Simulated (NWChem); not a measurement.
Molecule: CaO; SMILES [Ca]=[O]

Computed with NWChem. STO-3G and 3-21G are far too small for this property and stand as cheap habits. The geometry was optimised at PBE-D3(BJ)/def2-SVP. Vertical excitations in the gas phase.

Q: Estimate the computed values for PBE/3-21G, TDA. Quantities: lowest excitation, singlet (eV); oscillator strength of that lowest state; lowest state with f > 0.02, singlet (eV); oscillator strength of that bright state; orbital gap (eV).

A: 
```
Quantity                                  Result
----------------------------------------  ------
lowest excitation, singlet (eV)             1.08
oscillator strength of that lowest state   0.020
lowest state with f > 0.02, singlet (eV)    1.08
oscillator strength of that bright state   0.020
orbital gap (eV)                            0.78
```
